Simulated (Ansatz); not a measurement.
Consider the formal exchange of groups at a C–Ge bond: `FC[CH2][GeH3]` + fluoromethane → `FCCCF` + GeH₄.

Calculated with Ansatz (gas phase, PBE0-D4/def2-TZVP geometries, no zero-point term in ΔE). CCSD(T)/CBS adds triple-zeta CCSD(T) − MP2 to the extrapolated MP2 energy (def2 sets, frozen cores). This one scheme is used for every species. DFT in def2-TZVPP. HSE06 is defined as in plane-wave codes. For Ge outer-core shells are correlated without core-valence functions, which leaves a few kJ/mol of doubt a bond. Scalar relativity is left out up to krypton. Each species was taken in one conformer, which may not be the lowest.

```tsv
level	ΔE (kJ/mol)	difference from CCSD(T)/CBS
PBE-D4	3.0	-4.2
r2SCAN-D4	1.1	-6.1
B97M-V	-3.6	-10.8
r2SCANh-D4	1.1	-6.1
PBE	1.8	-5.4
revPBE	4.9	-2.3
HSE06	1.4	-5.8
CAM-B3LYP	-2.6	-9.8
HF/def2-SVP	-10.1	-17.3
CCSD/def2-TZVPP	4.8	-2.4
CCSD(T)/CBS	7.2	0
```

Largest T1 diagnostic among the species: 0.012.

In def2-TZVPP, CCSD(T) changes the Hartree–Fock value by +7.6 kJ/mol (the triples alone add +0.8 kJ/mol) and MP2 by +11.9 kJ/mol. At CCSD(T), def2-SVP lies −17.1 kJ/mol from the extrapolated value and def2-TZVPP −1.7 kJ/mol.

CCSD(T)/CBS has its own doubt, a few kJ/mol and more with outer-core shells, so smaller differences from it don't rank the levels.
